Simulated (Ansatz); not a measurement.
One change: `[OH][Al]([OH])[Br]` becomes `[OH][Ga]([OH])[Br]`.

Ansatz, PBE0-D4/def2-TZVP geometries, multiplicity 1. Each molecule was computed in one conformer, which needn't be the lowest.

Scalar relativity is left out up to krypton.

| property | `[OH][Al]([OH])[Br]` |
| --- | --- |
| LUMO energy (ωB97M-V/def2-TZVPP) / eV | 0.82 |
| HOMO–LUMO gap (PBE0/def2-TZVPP) / eV | 7.87 |
| LUMO energy (B3LYP/def2-TZVPP) / eV | -1.12 |
| HOMO energy (PBE0/def2-TZVPP) / eV | -8.67 |
| HOMO–LUMO gap (B3LYP/def2-TZVPP) / eV | 7.27 |
| HOMO energy (ωB97M-V/def2-TZVPP) / eV | -10.91 |

**Question.** What does the change do to each property? (Estimate.)

**Answer.** Ansatz gave: 
```
                             property  `[OH][Ga]([OH])[Br]`  shift
LUMO energy (ωB97M-V/def2-TZVPP) / eV                  0.54  -0.28
 HOMO–LUMO gap (PBE0/def2-TZVPP) / eV                  7.43  -0.44
  LUMO energy (B3LYP/def2-TZVPP) / eV                 -1.66  -0.54
   HOMO energy (PBE0/def2-TZVPP) / eV                 -8.72  -0.05
HOMO–LUMO gap (B3LYP/def2-TZVPP) / eV                  6.79  -0.48
HOMO energy (ωB97M-V/def2-TZVPP) / eV                -10.97  -0.06
```

With PBE0 the HOMO falls by 0.05 eV and the LUMO falls by 0.49 eV, so the gap narrows by about 0.44 eV. PBE moves the HOMO by -0.06 eV and ωB97M-V by -0.06 eV.

B3LYP here is the variant with VWN-RPA as its local correlation; programs differ in this.

Spin–orbit coupling is left out; it splits and shifts lone-pair levels of the heavy atoms by tenths of an eV.
